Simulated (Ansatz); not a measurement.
Ansatz results at the PBE0-D4/def2-TZVP geometry: zero-point energy (PBE0-D4/def2-TZVP) 89.0 kJ/mol; size of the dipole moment (ωB97M-V/def2-TZVPP) 1.77 D; size of the dipole moment (PBE/def2-TZVPP) 1.71 D.

Each molecule was computed in one conformer, which needn't be the lowest.

(1) Which molecule gave them?
A. `CO[Si](O)F`•
B. `BN([SiH2])[SiH3]`•
C. `[OH][Ge]([F])[F]`•
D. `OB(O)[Te]`•

## Answers

(1) D. The others give `[OH][Ge]([F])[F]`•: 46.3, 2.86, 2.63; `CO[Si](O)F`•: 155.8, 2.56, 2.42; `BN([SiH2])[SiH3]`•: 180.9, 0.70, 0.80.
